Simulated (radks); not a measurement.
Problem. The table gives one normalised radial function P(r) = r R(r) (large component) of Ag+ in [Kr] 4d10 (r in bohr). Calculated with a radial shooting solver on a logarithmic mesh with Libxc functionals: Dirac Kohn-Sham, LDA (Slater exchange, Perdew-Wang correlation), spin-unpolarised, spherical densities, finite nucleus; Fermi nuclear charge, rms radius 4.5454 fm.

| r | P |
|---|---|
| 0.002402 | 0.0993 |
| 0.003128 | 0.1226 |
| 0.004105 | 0.1505 |
| 0.005345 | 0.1807 |
| 0.007016 | 0.2132 |
| 0.009136 | 0.2428 |
| 0.01199 | 0.2652 |
| 0.01562 | 0.2704 |
| 0.0205 | 0.2465 |
| 0.02669 | 0.1820 |
| 0.03503 | 0.0635 |
| 0.04562 | -0.0989 |
| 0.05987 | -0.2855 |
| 0.07796 | -0.4224 |
| 0.1023 | -0.4254 |
| 0.1333 | -0.2226 |
| 0.1749 | 0.1741 |
| 0.2278 | 0.5620 |
| 0.2989 | 0.6682 |
| 0.3924 | 0.2820 |
| 0.5109 | -0.4290 |
| 0.6707 | -1.0637 |
| 0.8733 | -1.2107 |
| 1.146 | -0.8973 |
| 1.493 | -0.4664 |
| 1.959 | -0.1619 |
| 2.551 | -0.0378 |
| 3.348 | -0.0049 |
| 4.36 | -0.0003 |

Which n and l does it have? It may be an empty orbital.

Solution. n = 4, l = 0: the number of nodes gives n - l - 1 = 3, the rise at small r points to l (this Dirac orbital starts outside the nucleus as r^gamma with gamma = sqrt((l + 1)^2 - (Z/c)^2) = 0.94; the j = 1/2 orbital of l + 1 starts with the same power, but with a smaller coefficient, and then steepens), and the extent must fit the shell. The curve is that of 4s1/2. 4s1/2: eigenvalue -103.30 eV, 3 radial nodes at r = 0.0391, 0.157, 0.439 bohr, <r> = 0.912 bohr, 90 % of the charge inside 1.33 bohr.
